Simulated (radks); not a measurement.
Results of a calculation; reference values are marked as such.
Task: All-electron atom: N+ in [He] 2s2 2p2. Level of theory: scalar-relativistic Kohn-Sham, exchange-only r2SCAN, spin-unpolarised, spherical densities, finite nucleus; meta-GGA in the generalised Kohn-Sham scheme; Fermi nuclear charge, rms radius 2.5582 fm (a radial shooting solver on a logarithmic mesh with Libxc functionals). Some entries of the table are withheld. Estimate them.

| orbital | occ. | eigenvalue (eV) | r(max) (bohr) |
|---|---|---|---|
| 1s | 2 | -406.2928 | 0.1483 |
| 2s | 2 | -32.8677 | 0.9900 |
| 2p | 2 | (1) | (2) |

Result: 
(1) 2p eigenvalue (eV): -19.7125
(2) 2p r(max) (bohr): 0.9343
